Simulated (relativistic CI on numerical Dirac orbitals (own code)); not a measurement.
# Sm4+ (4f4) in a crystal field

Calculated by Dirac-Coulomb-Breit CI, separate exchange-only KLI orbitals for each configuration, model QED, valence Slater integrals scaled by 0.8, one configuration in a parametric crystal field (own radial code).

Field parameters in Wybourne normalisation; cubic f-shell fields have B⁴₄ = √(5/14) B⁴₀ and B⁶₄ = −√(7/2) B⁶₀. The field is a parameter set, without covalency.

S is read from ⟨S²⟩ = S(S + 1).

Powder χT (cm³ K mol⁻¹) by Van Vleck's formula, with temperature-independent terms:

| Field | 2 K | 5 K | 10 K | 20 K | 50 K | 100 K | 200 K | 300 K |
| --- | --- | --- | --- | --- | --- | --- | --- | --- |
| D3d, B20 = 50, B40 = -1840, B43 = -220, B60 = 940, B63 = 160, B66 = 680 cm⁻¹ | 0.0181 | 0.0452 | 0.0904 | 0.181 | 0.445 | 0.696 | 0.861 | 0.933 |
| D3h, B20 = 990, B40 = -150, B60 = 250, B66 = -390 cm⁻¹ | 0.0653 | 0.163 | 0.324 | 0.569 | 0.798 | 0.88 | 0.944 | 0.982 |
| D3h, B20 = 1050, B40 = -190, B60 = -440, B66 = 500 cm⁻¹ | 0.226 | 0.367 | 0.494 | 0.622 | 0.767 | 0.851 | 0.928 | 0.972 |
| Oh, B40 = 880, B60 = 150 cm⁻¹ | 0.582 | 0.593 | 0.611 | 0.647 | 0.754 | 0.866 | 0.944 | 0.983 |
| Oh, B40 = 4200, B60 = 160 cm⁻¹ | 0.573 | 0.576 | 0.581 | 0.591 | 0.622 | 0.674 | 0.776 | 0.864 |
| Oh, B40 = -1330, B60 = 340 cm⁻¹ | 0.0136 | 0.034 | 0.068 | 0.136 | 0.338 | 0.613 | 0.854 | 0.94 |

For D3h, B20 = 990, B40 = -150, B60 = 250, B66 = -390 cm⁻¹: what effective moment follows at 300 K?

μ_eff = √(8χT) = 2.80 μB. The LS value g√(J(J + 1)) of the free ion's ⁵I4 level is 2.68 μB.
